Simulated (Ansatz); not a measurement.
Zn (SMILES [Zn+]), charge +1, doublet; SVWN5/def2-SVP (Ansatz, a first-principles code).

Input for Ansatz:
Ansatz 0.2 input:
```yaml
crystal:
  periodic: [false, false, false]
  atoms:
    - {symbol: Zn, position_ang: [0.00000000, 0.00000000, 0.00000000]}
basis:
  gaussian:
    orbitals: def2-SVP
hamiltonian:
  xc: {name: SVWN5}
total_charge: 1
magnetization: {spin_polarized: true, initial_magnetization: 1}
scf: {lower_state_search: light}
```

The log (banner, timings and long lists left out):

```
Functional definition: SVWN5
358 factors; their error is unknown
mean field evaluation 1: about -48324.3087 eV, gradient 7.0e0 eV
mean field evaluation 2: about -48324.1767 eV, gradient 1.0e1 eV
mean field evaluation 4: about -48324.4110 eV, gradient 9.0e-2 eV
mean field evaluation 8: about -48324.3898 eV, gradient 7.8e-4 eV
mean field -48324.38978821 eV, -1775.8885692689 hartree, gradient 5.5e-6 eV, S^2 0.750318; 0 other end points of the search recorded, 0 dependent functions left out
reference -48324.38980378 eV, -1775.8885698410 hartree; 15, 14 occupied and 16, 17 virtual orbitals, 358 factors
Total energy: -48324.38980378 eV, -1775.8885698410 hartree
```
